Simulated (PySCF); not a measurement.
## Correlation energy of Os⁺ (osmium, charge +1)

[Xe] 4f14 5d5 6s1 6p1, high-spin 8P determinant (an excited configuration). Calculation: PySCF 2.14, in aug-cc-pVTZ-PP with ECP60MDF; a scalar-relativistic core potential. Frozen: 5s2 5p6; 7 electrons correlated.

| level | correlation energy (mhartree) |
| --- | --- |
| CCSD | -93.13 |
| (T) | -1.72 |
| CCSD(T) | -94.85 |

Diagnostics: T1 = 0.0054, D1 = 0.0191, largest double amplitude 0.024.

Problem. Is a single reference adequate?

Solution. Yes, within this model without spin-orbit coupling: T1 lies below 0.03 and no double amplitude reaches 0.07.
